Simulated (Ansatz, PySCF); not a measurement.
GaI₃. Atoms are numbered in the order given.

```xyz
4

Ga     0.0000     0.0000     0.0000
I     -2.4961     0.0000     0.0000
I      1.2481     2.1617     0.0000
I      1.2481    -2.1617     0.0000
```
Charge 0, spin multiplicity 1.

Geometry: B3LYP-D3(BJ)/def2-SVP. The isomer is the one that the SMILES or the coordinates give; other isomers of the formula were not compared. The def2 effective core potentials stand for the cores of I; spin–orbit coupling is left out.

Vertical ionisation energy (IE) and electron affinity (EA) in eV. Rows of orbital energies are one-electron estimates. Where ΔSCF, EOM or ADC give a negative EA the extra electron is unbound and the value depends on the basis.

```csv
level,IE,EA
"−ε(HOMO), −ε(LUMO), PBE0/def2-TZVP (PySCF)",7.79,2.72
"−ε(HOMO), −ε(LUMO), PBE/def2-TZVP (PySCF)",6.65,3.46
"ΔSCF, PBE0/def2-SVPD (Ansatz), final states of multiplicity 2 and 2",[?],[?]
"ΔSCF, PBE/def2-SVPD (Ansatz), final states of multiplicity 2 and 2",8.97,1.42
```

Q: Some entries are withheld; supply them. (An estimate is asked for; the answer gives what the named calculation found.)

A: 
- ΔSCF, PBE0/def2-SVPD (Ansatz, an electronic-structure program), final states of multiplicity 2 and 2, IE: 9.44
- ΔSCF, PBE0/def2-SVPD (Ansatz), final states of multiplicity 2 and 2, EA: 1.35

Q: What vertical singlet–triplet gap does ΔSCF give with PBE0/def2-SVPD (Ansatz) and with PBE/def2-SVPD (Ansatz)? (Estimate from the structure and the level; the computed values follow.)

A: 3.61 and 3.11 eV (triplet above singlet where positive).
